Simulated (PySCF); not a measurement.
# [C7H7FS]-: g tensor and hyperfine couplings

Compound: C7H7FS (charge -1 and doublet state).
Atom-mapped SMILES: `[CH3:1][C:2]#[C:3][CH2:4][CH2:5]/[C:6]([F:7])=[C:8]\[S-:9]` (hydrogens: H10, H11, H12 on C1; H13, H14 on C4; H15, H16 on C5)

Cartesian coordinates in Å at the GFN2-xTB level; atoms count from 1:
```
atom  x, y, z in Å
C1     3.5125    0.1458   -0.3105
C2     2.1547    0.1544    0.2032
C3     1.0388    0.1693    0.6439
C4    -0.3281    0.1450    1.1157
C5    -1.2916   -0.4100    0.0483
C6    -2.7056   -0.4666    0.5687
F7    -2.8298   -1.5459    1.4933
C8    -3.7516    0.2872    0.3487
S9    -4.1279    1.6017   -0.5719
H10    3.9578   -0.8425   -0.1822
H11    3.5145    0.3952   -1.3726
H12    4.1244    0.8769    0.2210
H13   -0.6431    1.1580    1.3839
H14   -0.3905   -0.4816    2.0116
H15   -0.9629   -1.4139   -0.2457
H16   -1.2793    0.2359   -0.8317
```

The hyperfine couplings belong to this conformer and change with its torsions.

Level of theory: PySCF 2.14.0, UKS B3LYP, pcH-1 on C F H S, non-relativistic, mean-field spin-orbit, GIAO. GFN2-xTB frequencies show an imaginary mode (37i cm⁻¹), so this geometry is no minimum at that level. Whether the extra electron is bound in the gas phase wasn't checked; a finite basis holds it in any case. The geometry wasn't refined by DFT: couplings that depend on bond lengths, twists or pyramidal angles can differ widely from those at the functional's own minimum, by a factor of two or more for some ions and for spin on atoms past the first row. No stability test was run, so a lower SCF solution isn't excluded.

| Item | Value |
| --- | --- |
| g1, g2, g3 | 2.00170, 2.00840, 2.01235 |
| g_iso | 2.00748 |
| Form of g | rhombic: the two nearest values differ by 37 % of g3 − g1 |
| ⟨S²⟩ | 0.7562 (exact 0.7500) |
| α and β electrons | 38, 37 |

Isotropic coupling and dipolar principal values T1 to T3, in mT (MHz turned into mT with g_iso):

```tsv
atom	isotope	a_iso	of which spin–orbit	T1	T2	T3	Mulliken spin population
C1	13C	0.00	0.00	0.00	0.00	0.00	0.00
C2	13C	0.01	0.00	-0.01	0.00	0.01	0.00
C3	13C	0.09	0.00	-0.01	0.00	0.02	0.00
C4	13C	-0.14	0.00	-0.01	-0.01	0.02	0.00
C5	13C	0.69	0.00	-0.13	-0.11	0.23	0.04
C6	13C	-0.05	0.00	-0.63	-0.14	0.76	-0.04
F7	19F	6.16	0.00	-1.93	-1.02	2.95	0.01
C8	13C	7.74	0.01	-1.90	-1.56	3.47	0.58
S9	33S	0.43	0.01	-1.35	-1.15	2.50	0.40
H10	1H	0.00	0.00	-0.01	-0.01	0.01	0.00
H11	1H	0.00	0.00	-0.01	-0.01	0.01	0.00
H12	1H	0.01	0.00	-0.01	-0.01	0.01	0.00
H13	1H	0.03	0.00	-0.05	-0.04	0.09	0.00
H14	1H	0.03	0.00	-0.04	-0.03	0.07	0.00
H15	1H	0.06	0.00	-0.09	-0.03	0.11	0.00
H16	1H	0.00	0.00	-0.13	-0.02	0.15	0.01
```

Largest spin populations (Mulliken): C8 (+0.58) and S9 (+0.40).

C8, the radical centre as drawn in `CC#CCC/C(F)=[C]\[S-]`, holds a spin population of +0.58 out of 1.

Axes: g3 points within 8° of the C8–S9 bond.

Under fast tumbling the dipolar parts average out, and these isotropic splittings remain: 1 × 19F (F7, I = 1/2, 2 lines) with 6.16 mT.

The 33S coupling of S9 (12.1 MHz) shows only in satellite lines or after enrichment, since that isotope makes up about 0.76 % of natural sulfur.

The 13C coupling of C8 (217.3 MHz) shows only in satellite lines or after enrichment, since that isotope makes up about 1.07 % of natural carbon.

Time: 2.2 min of wall time (grids of density and orbitals included); peak memory 1.1 GiB. Hardware: Arm Neoverse V1, one thread (shared host).
